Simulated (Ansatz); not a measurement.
The first iterations of a band of GaH₅O₂S (9 atoms, charge 0, multiplicity 1).

Level of theory: UKS PBE0/def2-SVP (Ansatz 0.2.0).

* movable images: 5
* climbing image: yes
* spring: 5.0 eV/Å²
* optimiser: quadratic models (default)
* start path: through a guess of the saddle point
* force threshold: 0.03 eV/Å
* iteration limit: 60
* end points: relaxed

Image 0:

```xyz
9
Properties=species:S:1:pos:R:3
Ga -0.663 -0.935 -0.343
S 1.505 -1.126 0.324
H -0.833 -1.042 -1.898
H -1.730 -1.212 0.760
H 1.036 1.026 0.580
O 0.406 1.793 0.511
O -0.577 1.245 -0.342
H 1.221 -1.364 1.623
H -0.364 1.615 -1.214
```

Image 6:

```xyz
9
Properties=species:S:1:pos:R:3
Ga -1.002 -0.833 -0.261
S 1.511 -1.019 0.401
H -0.837 -1.193 -1.773
H -1.815 -1.557 0.860
H 1.428 0.276 -0.063
O -0.885 0.978 0.162
O 0.165 1.534 -0.642
H 1.305 -0.646 1.682
H 0.130 2.460 -0.366
```

| iteration | highest image above the first end (eV) | largest band force component (eV/Å) |
| --- | --- | --- |
| 1 | 2.976 | 12.408 |
| 2 | 1.290 | 3.203 |
| 3 | 0.928 | 1.276 |
| 4 | 0.827 | 1.275 |

Problem. Does the band converge within its limit, and where does its top end?

Solution. The run converged. It ended after 14 iterations with the highest image 0.769 eV above the first end. The profile has 2 maxima (images 2, 4) with wells between them (image 3): this band takes more than one step, which may be the mechanism or a detour left from its start path. A vibrational analysis at the climbing image gives one clearly imaginary mode, 324i cm⁻¹: a first-order saddle point. The orbitals stay closed-shell, which can raise the energy where a bond breaks towards radicals; this wasn't checked here.

The run took 4.7 min on 4 threads of Arm Neoverse N1, with other jobs on the host, peak memory 0.36 GiB.
